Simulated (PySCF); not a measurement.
Sn(H)3(PH2) (H5PSn), SMILES [SnH3][PH2]. The structure is a stationary point at PBE-D3(BJ)/def2-TZVP. The def2 effective core potentials stand for the cores of Sn; spin–orbit coupling is left out.

The numbers are results of PBE-D3(BJ)/def2-TZVP run with PySCF, not measurements.

Harmonic wavenumbers (cm⁻¹): 106, 302, 359, 372, 633, 656, 670, 697, 703, 1059, 1854, 1870, 1876, 2316, 2328. Rotational constants (GHz): 42.34, 2.882, 2.877; symmetry number 1.

Q: Work out the zero-point energy and the ideal-gas rigid-rotor harmonic-oscillator thermochemistry at 298.15 K and 1 atm.

A: ZPE = ½ Σ hcν = ½ × 15801 cm⁻¹ = 94.51 kJ/mol. H − E(el) = 110.96 kJ/mol. Entropy in J/(mol K): translation 171.62, rotation 101.80, vibration 36.56, total 309.98. G − E(el) = 18.54 kJ/mol. Cp = 81.42 J/(mol K). Modes under 150 cm⁻¹ make the vibrational entropy uncertain.
